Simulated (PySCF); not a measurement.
## One molecule, a ladder of functionals, a line

Molecule: `InChI=1S/C2H8O2Si/c1-5(2,3)4/h3-4H,1-2H3`.

Geometry (Å), atoms numbered from 1 in this order:
```xyz
13

C    -1.4873    0.5933    0.1118
Si    0.0989   -0.3750   -0.1217
C     1.5959    0.7154    0.0275
O     0.1332   -1.6258    0.9890
O     0.1835   -1.0639   -1.6349
H    -1.5311    1.0753    1.1020
H    -2.3762   -0.0496    0.0066
H    -1.5643    1.3885   -0.6466
H     1.6226    1.4551   -0.7876
H     2.5145    0.1119   -0.0308
H     1.6024    1.2588    0.9851
H    -0.5172   -1.5843    1.6940
H    -0.2838   -1.8986   -1.7299
```

GIAO shieldings (ppm, equivalent atoms averaged) in PySCF 2.14.0 with density-fitted response routines on the PBE0-D3(BJ)/def2-SVP geometry, basis pcSseg-2, gas phase, non-relativistic:

| functional | exact exchange (%) | σ(Si2) | σ(O4/O5) |
| --- | --- | --- | --- |
| BLYP | 0 | 309.0 | 255.8 |
| BP86 | 0 | 315.9 | 257.1 |
| PBE | 0 | 316.4 | 256.8 |
| B3LYP | 20 | 323.7 | 263.0 |
| mPW1PW91 | 25 | 334.5 | 266.4 |
| BHandHLYP | 50 | 345.9 | 272.3 |
| HF | 100 | 386.1 | 286.1 |

**Question.** Fit each shielding as a line in the percentage of exact exchange.

**Answer.** σ(Si2) = 313.1 + 0.72 x (rms 3.2 ppm); σ(O4/O5) = 257.1 + 0.30 x (rms 0.9 ppm). The functionals also differ in their semilocal parts, which the line can't hold; Hartree–Fock has no correlation at all.

**Question.** What does the line predict for PBE0 (25 %), and what does the run give?

**Answer.** σ(Si2): 331.1 predicted, 334.9 computed; σ(O4/O5): 264.6 predicted, 266.1 computed ppm.
